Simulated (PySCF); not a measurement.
Species: C2H7Cl2Si2 (doublet state).
Z-matrix (Å and degrees, GFN2-xTB geometry), rows numbered from 1:
```
Si
C   1  1.8540
C   2  1.4392  1  124.05
Cl  3  1.8256  2  113.13  1  -140.68
Si  3  1.9455  2  111.62  1   103.96
Cl  5  2.0053  3  107.33  2   -62.58
H   1  1.4686  2  110.53  3   115.86
H   1  1.4645  2  108.40  3    -4.03
H   1  1.4664  2  109.60  3  -124.42
H   2  1.0803  1  120.01  3   177.85
H   3  1.0894  2  112.85  1   -20.78
H   5  1.4559  3  107.39  2    56.25
H   5  1.4570  3  107.93  2   178.40
```

The hyperfine couplings belong to this conformer and change with its torsions.

As a line formula: `Cl[C@@H]([CH][SiH3])[SiH2]Cl` [radical].

The calculation used UKS B3LYP, pcH-1 on C Cl H Si, non-relativistic, mean-field spin-orbit, GIAO in PySCF. One conformer (not necessarily the lowest) at the GFN2-xTB geometry, without solvent, vibrations or thermal averaging. GFN2-xTB frequencies show an imaginary mode (38i cm⁻¹), so this geometry is no minimum at that level. The geometry wasn't refined by DFT: couplings that depend on bond lengths, twists or pyramidal angles can differ widely from those at the functional's own minimum. Stability of the SCF solution: not tested.

The largest Mulliken spin populations are on C2 (+0.93), C3 (-0.07) and Si5 (+0.06). No atom but C2 exceeds +0.15. The positive populations add up to 1.15 and the negative ones to -0.15, together 2S = 1. The angles at C2 add up to 360.0°, so it is planar; its axial dipolar tensor and the negative coupling of its proton fit spin in a p orbital normal to that plane.

Q: McConnell's relation a(H) = Q·ρ ties the coupling of a proton on a planar π carbon to the spin population of that carbon. What Q do the computed values give?

A: 
| H | C | ρ(C) | a(H) (G) | a/ρ (G) |
| --- | --- | --- | --- | --- |
| H10 | C2 | +0.928 | -18.35 | -19.8 |

One proton gives one ratio, Q = -19.8 G, and no test of linearity. In McConnell's picture π spin on carbon polarises the C–H bond and leaves opposite spin at the proton, which makes Q negative, as found here.

Couplings in gauss use g_iso = 2.0030.

On an Arm Neoverse V2 with one thread, shared host with 96 logical CPUs at a one-minute load of 70, this took 92 s wall (with the writing of density and orbital grids) and 0.98 GiB of memory at its peak.
